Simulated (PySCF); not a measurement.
## Deuteron quadrupole couplings in `CC#C[Si@@H](F)C/C=C\F`

Compound: C6H8F2Si.
Structure used (GFN2-xTB), in Å, numbered top down from 1:
```xyz
17
C6H8F2Si angstrom
C      3.0817    1.1055   -0.4073
C      2.0337    0.1336   -0.2153
C      1.1607   -0.6807   -0.0467
Si    -0.2349   -1.8547    0.1611
F     -0.3308   -2.2474    1.7286
C     -1.8768   -0.9783   -0.2775
C     -2.0416    0.2571    0.5333
C     -1.7251    1.4736    0.1280
F     -1.2499    1.7170   -1.1143
H      3.8364    0.7101   -1.0867
H      3.5504    1.3412    0.5478
H      2.6623    2.0166   -0.8334
H     -0.0662   -3.1247   -0.5301
H     -1.8754   -0.7275   -1.3375
H     -2.7123   -1.6535   -0.0905
H     -2.4046    0.1430    1.5428
H     -1.8146    2.3813    0.7043
```

Level: PBE0/pcSseg-1 (PySCF, non-relativistic); Q(2H) = 0.00286 b; rigid geometry, the same for H and D, with no vibrational averaging.

Task: Rank these positions by the coupling χzz of a deuteron there, largest first.
A. H17 (vinylic hydrogen)
B. H13 (Si–H hydrogen)
C. H16 (vinylic hydrogen)
D. H11 (methyl hydrogen)

Result: C (222 kHz), A (218 kHz), D (207 kHz), B (110 kHz).

Task: What are Vzz, η and χzz (234.96 MHz × Q × Vzz) at all hydrogens?

Result: 
```
atom  bonded to  bond length (Å)  Vzz (au)     η  χzz (kHz)
 H10         C1            1.090    0.3079  0.03        207
 H11         C1            1.090    0.3078  0.03        207
 H12         C1            1.090    0.3073  0.02        206
 H13        Si4            1.456    0.1635  0.01        110
 H14         C6            1.089    0.3119  0.04        210
 H15         C6            1.090    0.3128  0.04        210
 H16         C7            1.079    0.3306  0.09        222
 H17         C8            1.079    0.3245  0.12        218
```

Task: Average by the element that carries the hydrogen.

Result: on C: 211 kHz over 7 positions, mean bond length 1.087 Å; on Si: 110 kHz over 1 position, mean bond length 1.456 Å.

Task: A static deuteron (I = 1) shows a doublet split by (3/2)χ, (3/4)χ(1 + η) and (3/4)χ(1 − η) with the field along z, y and x of the gradient. What are these for H11?

Result: With |χ| = 206.9 kHz and η = 0.025: 310, 159 and 151 kHz, to first order and without motion.

Isolated species at its GFN2-xTB geometry (one conformer only). GFN2-xTB bond lengths can be off by several hundredths of an ångström, more for odd bonds, and the gradients follow them. These gradients aren't converged with respect to the basis.
